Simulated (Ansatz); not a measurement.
`N#Cc1cccc(C#N)c1`, charge 0, multiplicity 1.

Question: Give a relaxed structure at PBE0-D4/def2-TZVP (Ansatz 0.2.0). (Estimate.)

Answer: The calculation gave: 
```xyz
14

N    -3.042   -2.057    1.055
C    -2.098   -1.499    0.705
C    -0.926   -0.813    0.267
C     0.050   -1.498   -0.458
C     1.187   -0.832   -0.881
C     1.360    0.510   -0.589
C     0.384    1.193    0.135
C     0.561    2.577    0.437
N     0.709    3.693    0.678
C    -0.763    0.535    0.566
H    -0.092   -2.548   -0.682
H     1.944   -1.363   -1.444
H     2.247    1.037   -0.918
H    -1.520    1.066    1.129
```
Point group C2v.
This is one stationary point; other conformers may exist.
